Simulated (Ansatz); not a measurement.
```yaml
crystal:
  periodic: [false, false, false]
  atoms:
    - {symbol: Hf, position_ang: [1.879533, -0.702332, -0.165439]}
    - {symbol: Hf, position_ang: [-0.742065, 0.277960, 0.111381]}
    - {symbol: Se, position_ang: [-3.085304, 1.145286, 0.250852]}
    - {symbol: Se, position_ang: [1.406079, 1.485370, 1.057804]}
    - {symbol: Se, position_ang: [0.061593, -2.092045, 0.956217]}
    - {symbol: Se, position_ang: [0.480172, -0.114239, -2.210805]}
basis:
  gaussian: {orbitals: def2-TZVP, initial_orbitals: start.molden}
magnetization: {spin_polarized: true, initial_magnetization: 2}
hamiltonian: {xc: hse06, dispersion: d4}
scf: {omitted_lower_state_checks: [starts]}
output: {orbitals: {seedname: orbitals}}
```

The file start.molden holds the orbitals of an earlier run on this structure, at another level or in another basis.

```sh
$ ansatz run in.yaml --threads 4 --pin off --events-out ev --progress --plain --max-ram 4787MiB
```

Task: Does this run fit into the memory that it is given?

Result: No. It has 272 basis functions, and Ansatz plans for 5.00 GiB where 4.67 GiB are given.
